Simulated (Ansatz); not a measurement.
One change: `O[Si](F)(Br)Br` becomes `N[Si](O)(F)Br`.

Ansatz, PBE0-D4/def2-TZVP geometries, multiplicity 1. Each molecule was computed in one conformer, which needn't be the lowest.

Scalar relativity is left out up to krypton.

| property | `O[Si](F)(Br)Br` |
| --- | --- |
| LUMO energy (ωB97M-V/def2-TZVPP) / eV | 1.50 |
| LUMO energy (B3LYP/def2-TZVPP) / eV | -0.68 |
| LUMO energy (PBE/def2-TZVPP) / eV | -1.35 |
| HOMO–LUMO gap (PBE/def2-TZVPP) / eV | 6.13 |
| HOMO–LUMO gap (ωB97M-V/def2-TZVPP) / eV | 12.48 |
| LUMO energy (PBE0/def2-TZVPP) / eV | -0.39 |

Q: What does the change do to each property? (Estimate.)

A: Ansatz gave: 
| property | `N[Si](O)(F)Br` | shift |
| --- | --- | --- |
| LUMO energy (ωB97M-V/def2-TZVPP) / eV | 1.80 | 0.30 |
| LUMO energy (B3LYP/def2-TZVPP) / eV | -0.08 | 0.60 |
| LUMO energy (PBE/def2-TZVPP) / eV | -0.61 | 0.74 |
| HOMO–LUMO gap (PBE/def2-TZVPP) / eV | 6.04 | -0.09 |
| HOMO–LUMO gap (ωB97M-V/def2-TZVPP) / eV | 12.15 | -0.33 |
| LUMO energy (PBE0/def2-TZVPP) / eV | 0.29 | 0.68 |

The zero-point energy changes by 67.1 kJ/mol with +6 modes.

B3LYP here is the variant with VWN-RPA as its local correlation; programs differ in this.

Spin–orbit coupling is left out; it splits and shifts lone-pair levels of the heavy atoms by tenths of an eV.
